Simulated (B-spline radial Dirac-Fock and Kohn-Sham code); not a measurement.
# Satellites and hypersatellites of the K lines of Ba²⁶⁺

System: the Ba²⁶⁺ ion in the configuration 1s2 2s2 2p6 3s2 3p6 3d10 4s2.

Model: multi-electron Dirac-Fock with separately optimised hole states, Breit and Lamb-shift corrections added in first order. Program: a B-spline atomic structure program. Each two-hole energy is an average over J within one jj subconfiguration, not an observable level; in light atoms, where LS coupling holds, the j-resolved values are not observed lines, and for a K spectator the Kα1 hypersatellite is nearly forbidden. The model has no electron correlation.

Lines without a spectator: Kα2 (K-L2) 31835.1 eV, Kα1 (K-L3) 32213.7 eV, Kβ3 (K-M2) 36377.7 eV, Kβ1 (K-M3) 36455.1 eV. Shifts in eV with one spectator hole (a dash: not computed, or left out as unreliable):

| spectator hole | Kα2 | Kα1 | Kβ3 | Kβ1 |
| --- | --- | --- | --- | --- |
| K (1s) | +667.1 | +694.5 | +858.2 | +864.5 |
| L2 (2p1/2) | +78.0 | +99.5 | – | +207.8 |
| L3 (2p3/2) | +72.1 | +73.8 | +178.3 | – |
| M2 (3p1/2) | – | +14.49 | +33.5 | +39.4 |
| M3 (3p3/2) | +10.34 | – | +33.1 | +32.8 |
| M4 (3d3/2) | +3.69 | +0.66 | – | – |
| M5 (3d5/2) | -0.25 | +2.42 | – | – |

With n spectator holes in 2p, averaged over the 2p shell (energies in eV):

```csv
n,KαLⁿ,step,hypersatellite KαʰLⁿ
0,32087.5,–,32772.8
1,32168.0,+80.5,32855.0
2,32250.0,+82.0,32938.6
3,32333.4,+83.4,33023.7
4,32418.3,+84.9,33110.3
5,32504.7,+86.4,33198.3
```
